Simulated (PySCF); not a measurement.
# MSr for M along the halogens

PBE0 with triple-zeta basis sets in PySCF, for the lowest determinant that a PBE0 search found; no spin–orbit coupling. De refers to high-spin ground-configuration atoms. A positive dipole means M(−)Sr(+).

```csv
M,basis,state (unpaired electrons),Re (Å),ωe (cm⁻¹),De (eV),μ (D)
F,def2-TZVPP,doublet (σ ↑),2.069,502,5.44,3.33
Cl,x2c-TZVPPall,doublet (σ ↑),2.563,306,4.37,4.45
Br,x2c-TZVPPall,doublet (σ ↑),2.727,216,3.89,4.70
I,def2-TZVPP,doublet (σ ↑),2.976,171,3.24,5.15
```

The shortest bond is that of SrF (2.069 Å), the longest that of SrI (2.976 Å). SrF is bound most strongly (5.44 eV) and SrI least (3.24 eV).

The rows differ in basis set, which adds steps of its own.

Relativity is treated differently too: F scalar-relativistic core potentials; Cl spin-free X2C; Br spin-free X2C; I scalar-relativistic core potentials.

Down a group bonds as a rule get longer and wavenumbers fall, partly through the reduced mass; this series shows no clear exception.

These are scalar-relativistic numbers at best; spin–orbit coupling would shift them, the dissociation energy most. States were picked by a PBE0 search and need not be the measured ground states.
